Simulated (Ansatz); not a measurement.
`CC(C)(O)[SiH3]` → `[CH2]` (triplet) + `CC(O)[SiH3]` at 400 K and 1 bar (formal loss of a carbene).

Gas-phase electronic energies from Ansatz, PBE0-D4/def2-TZVP geometries. CCSD(T)/CBS adds triple-zeta CCSD(T) − MP2 to the extrapolated MP2 energy (def2 sets, frozen cores). This one scheme is used for every species. Triplets are unrestricted, without spin–orbit coupling. One conformer a species, not always the lowest.

```
          species  CCSD(T)/CBS energy (Eh)  H − E (kJ/mol)  S (J/(mol·K))
 `CC(C)(O)[SiH3]`               -484.42057           357.8          391.4
`[CH2]` (triplet)                -39.09499            59.0          205.7
    `CC(O)[SiH3]`               -445.15454           279.0          356.9
```

H − E and S are ideal-gas, rigid-rotor, harmonic terms from PBE0-D4/def2-TZVP, for one conformer and one mirror image of each species, with the whole ground term of open shells counted as degenerate. 1 Eh = 2625.50 kJ/mol, R = 8.31446 J/(mol·K).

Task: By hand: ΔE, ΔH, ΔS and ΔG.

Result: ΔE = (-39.09499) + (-445.15454) − (-484.42057) = 0.17104 Eh = 449.1 kJ/mol. Δ(H − E) = 59.0 + 279.0 − 357.8 = -19.8, so ΔH = 429.3 kJ/mol. ΔS = 205.7 + 356.9 − 391.4 = 171.2 J/(mol·K). ΔG = 429.3 − 400 × (171.2)/1000 = 360.8 kJ/mol.

Task: By hand: the equilibrium constant, and the temperature at which ΔG would vanish if ΔH and ΔS stayed fixed.

Result: log₁₀ K = −ΔG/(RT ln 10) = -47.1. ΔG = 0 at ΔH/ΔS = 2508 K, far beyond where these terms or the molecules hold.

The number of gas molecules changes by +1, which sets the sign of ΔS. A doubt of 5 kJ/mol in ΔE shifts log₁₀ K by 0.7 here. Other conformers and mirror images would add mixing entropy, several J/(mol·K) or more a flexible species. A triplet takes part, so the spin changes. These are equilibria of isolated gas molecules and say nothing of rates. Largest T1 diagnostic: 0.011 (customary marks: 0.02 for closed shells, 0.045 for open ones).
